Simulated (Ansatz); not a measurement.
A made-up structure of HTeSO (charge -1), closed shell:

| atom | x (Å) | y (Å) | z (Å) |
| --- | --- | --- | --- |
| O1 | -0.8356 | 0.8332 | -0.6178 |
| Te2 | 0.3997 | 0.6829 | 0.9896 |
| S3 | 1.1477 | -1.4789 | 0.6467 |
| H4 | 0.7850 | 1.5196 | 2.4065 |

It is relaxed with PBE-D4/def2-SVPD and then PBE0-D4/def2-TZVPD (Ansatz 0.2.0). Atoms count as bonded within 1.22 times the sum of their covalent radii (H–H: 0.88 Å). The end point is not checked to be a true minimum.

Does its bonding change? (A judgement: the text doesn't fix the answer.)

The calculation gives: No: no bond forms or breaks.

Where it ends: The first stage lowers the energy by 2.66 eV in 8 steps. It ends as HTeSO ([O][TeH][S]), total charge -1:
O1  (-0.896, 1.028, -0.177)
Te2  (0.770, 0.771, 0.534)
S3  (1.181, -1.463, 0.900)
H4  (0.442, 1.220, 2.167)
(Å)

Labels in which every atom is bracketed show which atoms are joined, not bond orders.

For scale, one of the runs: PBE0-D4/def2-TZVPD relaxation, 154 basis functions, launched by `ansatz run in.yaml --threads 2 --pin off --events-out ev --progress --plain --max-ram 4352MiB`. Hardware: 2 CPU threads of an Arm Neoverse V1, shared host. Wall time about 30 s.
